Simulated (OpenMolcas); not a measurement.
Fe2+: terms and fine structure

```json
{"Program": "OpenMolcas 26.06", "Method": "MS-RASPT2, IPEA 0.25 Eh, imaginary shift 0.1 Eh (closed shells correlated: 3s)", "Basis": "ANO-RCC-VTZP [6s5p3d2f1g]", "Scalar Hamiltonian": "DKH2, point nucleus", "Active space": "12 electrons in 8 orbitals (RAS1 3p, at most 2 holes; RAS2 3d)", "State averaging": "2S+1 = 5 even, 5 roots; 2S+1 = 3 even, 45 roots; 2S+1 = 1 even, 44 roots", "Spin-orbit coupling": "state interaction with AMFI integrals over the reference wave functions, term energies averaged over their components"}
```

With spin-orbit coupling, above the lowest level:

```csv
Configuration,Term,J,E (cm⁻¹),Measured (cm⁻¹),g,Term weight %
3d⁶,⁵D,4,0.0,0.0,1.501,100
3d⁶,⁵D,3,441,436,1.501,100
3d⁶,⁵D,2,750,739,1.501,100
3d⁶,⁵D,1,949,932,1.501,100
3d⁶,⁵D,0,1046,1027,,100
3d⁶,³P(1),2,19770,19405,1.500,100
3d⁶,³H,6,20070,20051,1.167,100
3d⁶,³H,5,20300,20301,1.036,99
3d⁶,³H,4,20460,20482,0.807,98
3d⁶,³P(1),1,21060,20688,1.500,100
3d⁶,³P(1),0,21610,21208,,99
3d⁶,³F(1),4,21760,21462,1.240,96
3d⁶,³F(1),3,21990,21700,1.077,98
3d⁶,³F(1),2,22150,21857,0.667,100
3d⁶,³G,5,24840,24559,1.198,99
3d⁶,³G,4,25220,24941,1.053,96
3d⁶,³G,3,25400,25142,0.756,98
3d⁶,¹I,6,30540,30356,1.000,100
3d⁶,³D,1,31380,30726,0.500,100
3d⁶,³D,2,31400,30716,1.166,99
3d⁶,¹G(1),4,31490,30886,1.001,99
3d⁶,³D,3,31530,30858,1.334,100
3d⁶,¹S,0,35530,34812,,99
3d⁶,¹D,2,37350,35804,1.001,99
3d⁶,¹F,3,43880,42897,1.001,99
3d⁶,³P(2),0,50980,49148,,100
3d⁶,³P(2),1,51380,49577,1.501,100
3d⁶,³F(2),2,51840,50185,0.666,100
3d⁶,³F(2),4,51910,50276,1.250,100
3d⁶,³F(2),3,51930,50295,1.083,99
3d⁶,³P(2),2,52240,50412,1.501,100
3d⁶,¹G(2),4,58800,57222,1.001,100
```

Against the 31 measured excited levels shown (Corliss and Sugar, J. Phys. Chem. Ref. Data 11, 135 (1982)) the mean absolute deviation is 680 cm-1; the largest miss in energy is 3d⁶ ³P₀(2): computed 50980, measured 49148 cm⁻¹ (+3.7 %).

Spin-orbit coupling puts the lowest level 458 cm⁻¹ below the lowest spin-free term.

A least-squares Racah fit to the terms below 60000 cm-1, each weighted by 2L + 1 and with a free common offset, gives B = 961 cm-1 and C = 3875 cm-1 (C/B = 4.03), with an rms deviation of 640 cm-1.

For ⁵D the intervals divided by the larger J are -97.5, -99.4, -103.1, -110.2 cm-1. Landé's interval rule makes them equal in pure LS coupling; they differ by 12 % of their mean. The multiplet is inverted.

CASPT2 breaks the degeneracy within a term, and the mean is taken; among the terms shown or strongly mixed into the levels shown the widest spread is 1600 cm-1 (3d⁶ ¹I). Active for correlation alone: 3p; no level in the range computed is led by a configuration that opens it, so any true level of that kind is missing. The CASPT2 spread within a term exceeds the gap to the next term for 3d⁶ ³H and 3d⁶ ³P(1), 3d⁶ ¹I and 3d⁶ ¹G(1), 3d⁶ ¹G(1) and 3d⁶ ³D and others, so the order of their levels is uncertain, and so are names and mixing where such terms share a J. Measured partners are found by configuration, term and J. A level has none where our copy of the source lacks it or the pairing is in doubt (some pairs that miss far off the trend of their configuration count as doubtful), and it then counts in no deviation. Only configurations of the active space appear. The first state left out of the spin-orbit step lies near 87000 cm-1 above the lowest spin-free state of the reference (among the parities and spins computed), and the list stops at four fifths of that energy or lower.

The CASPT2 steps took 67 s on 1 thread of Arm Neoverse V1, on a shared host; the integral step is not counted.

The term weight is that of the spin-free term in the level, not the purity of its configuration. A number in round brackets counts repeated terms of one configuration in the order of the reference energies.
